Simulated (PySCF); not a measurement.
Nuclear quadrupole coupling in `C#C[C@](C)(C#N)N=C`

C6H6N2.
SMILES with atom numbers: `[CH:1]#[C:2][C@:3]([CH3:4])([C:5]#[N:6])[N:7]=[CH2:8]` (hydrogens: H9 on C1; H10, H11, H12 on C4; H13, H14 on C8)

Geometry (PBE0-D3(BJ)/def2-SVP, Å), atoms numbered from 1 in this order:
```
atom  x, y, z in Å
C1    -0.513   -1.082    2.742
C2    -0.340   -0.770    1.587
C3    -0.125   -0.370    0.187
C4     0.483    1.043    0.121
C5    -1.441   -0.360   -0.498
N6    -2.436   -0.375   -1.090
N7     0.842   -1.292   -0.405
C8     0.527   -2.012   -1.393
H9    -0.667   -1.363    3.767
H10    0.629    1.329   -0.930
H11    1.455    1.024    0.630
H12   -0.179    1.770    0.610
H13   -0.470   -2.018   -1.870
H14    1.292   -2.683   -1.808
```

Field gradients from the PBE0/pcSseg-1 density (PySCF, non-relativistic), principal values in atomic units, ordered |Vxx| ≤ |Vyy| ≤ |Vzz|:

```json
{"atom": "N6", "Vxx": "0.4441", "Vyy": "0.5198", "Vzz": "-0.9639"}
{"atom": "N7", "Vxx": "0.4425", "Vyy": "0.6545", "Vzz": "-1.0970"}
```

Question: Find the asymmetry η = (Vxx − Vyy)/Vzz and the couplings χ = eQV/h (234.96 MHz × Q in barn × V in au), with Q(14N) = 0.02044 b.

Answer: 
```json
{"atom": "N6", "environment": "nitrile nitrogen", "nucleus": "14N", "η": "0.08", "χzz (MHz)": "-4.629", "χxx (MHz)": "2.133", "χyy (MHz)": "2.496"}
{"atom": "N7", "environment": "imine nitrogen", "nucleus": "14N", "η": "0.19", "χzz (MHz)": "-5.27", "χxx (MHz)": "2.13", "χyy (MHz)": "3.14"}
```

The tensor is traceless: Vxx + Vyy + Vzz = 0.

Question: What is Vzz at N7 in SI units (1 au = 9.71736 × 10²¹ V/m²)?

Answer: -1.0970 au = -10.660 × 10²¹ V/m².

Question: And the gradient at the other heavy atoms, for which no coupling is worked out here?

Answer: 
```tsv
atom	environment	Vzz (au)	η
C1	terminal alkyne carbon	-0.281	0.15
C2	alkyne carbon	-0.229	0.07
C3	sp3 carbon bound to nitrogen	-0.189	0.90
C4	methyl carbon	0.183	0.11
C5	nitrile carbon	-0.383	0.05
C8	imine carbon	0.431	0.13
```

Were the hydrogens deuterons (Q(2H) = 0.00286 b), χzz would run from 179 kHz (H13) to 229 kHz (H9).

Geometry: PBE0-D3(BJ)/def2-SVP, one conformer, isolated molecule. The basis is small and wasn't made for field gradients, so the couplings can be 20 % off.

The run behind these numbers computed NMR shieldings as well. Hardware: Arm Neoverse N1, one thread, shared host. Cost: 35 s of wall time.
